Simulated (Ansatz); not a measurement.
Consider the redistribution: `C[CH](C)[Ga]([SH])[SH]` + `[F][Ge][SH]` → `[SH][Ga]([SH])[SH]` + `C[CH](C)[Ge][F]`.

Computed with Ansatz on PBE0-D4/def2-TZVP structures; ΔE is electronic, products minus reactants. CCSD(T)/CBS is the MP2 limit (def2-TZVPP, def2-QZVPP) plus CCSD(T) − MP2 in def2-TZVPP, frozen cores. Functionals use def2-TZVPP. For Ga, Ge outer-core shells are correlated without core-valence functions, which leaves a few kJ/mol of doubt a bond. Scalar relativity is left out up to krypton. One conformer a species, not always the lowest.

| level | ΔE (kcal/mol) |
| --- | --- |
| r2SCANh-D4 | 7.1 |
| ωB97X-V | 5.4 |
| r2SCAN | 7.4 |
| r2SCANh | 6.9 |
| LC-ωPBE | 4.8 |
| HF/def2-SVP | 1.7 |
| CCSD/def2-TZVPP | 4.7 |
| CCSD/CBS(def2) | 5.6 |

Problem. What does CCSD(T)/CBS give? (Best estimate.)

Solution. Computed: +6.3 kcal/mol. The listed levels differ from it by 0.8, -0.9, 1.1, 0.6, -1.5, -4.6, -1.6, -0.7 kcal/mol.

Largest T1 diagnostic among the species: 0.015.

Leaving LDA and LC-ωPBE aside and taking each functional with its dispersion term where it has one, the values, not all of them listed here, spread over 3.3 kcal/mol, from ωB97X-V to BLYP-D4. From r2SCAN to r2SCAN0 (25 % exact exchange), in def2-TZVPP and without D4, ΔE moves by −1.2 kcal/mol.
